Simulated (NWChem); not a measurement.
Molecule: C₂H₅NOSi; SMILES C1=N[SiH2]CO1

```xyz
10

C      0.9181     1.0532     0.0000
N      1.3356    -0.1496     0.0000
Si    -0.0814    -1.1934     0.0000
C     -1.2979     0.2988     0.0000
O     -0.3865     1.4423     0.0000
H      1.5684     1.9299     0.0000
H     -0.1763    -2.0535     1.2081
H     -0.1763    -2.0535    -1.2081
H     -1.9307     0.3900    -0.8876
H     -1.9307     0.3900     0.8876
```
Atoms are numbered in this order, from 1.

All runs use the structure optimised with B3LYP/6-31G* (spherical d).

 Unshifted, non-relativistic core excitations; the lowest 4 roots alone, so stronger bands may lie above.

Task: List the first Si K-edge excitations from PBE/6-311G** (spherical d), restricted-window TDA (NWChem).

Result: 
```
state  energy (eV)  dipole oscillator strength           leading excitation (squared amplitude)
-----  -----------  --------------------------  -----------------------------------------------
S1          1778.6                      0.0002    1s of atom 3 or its equivalents → LUMO (1.00)
S2          1779.1                      0.0013  1s of atom 3 or its equivalents → LUMO+1 (1.00)
S3          1779.8                      0.0009  1s of atom 3 or its equivalents → LUMO+2 (1.00)
S4          1781.0                      0.0002  1s of atom 3 or its equivalents → LUMO+3 (0.93)
```
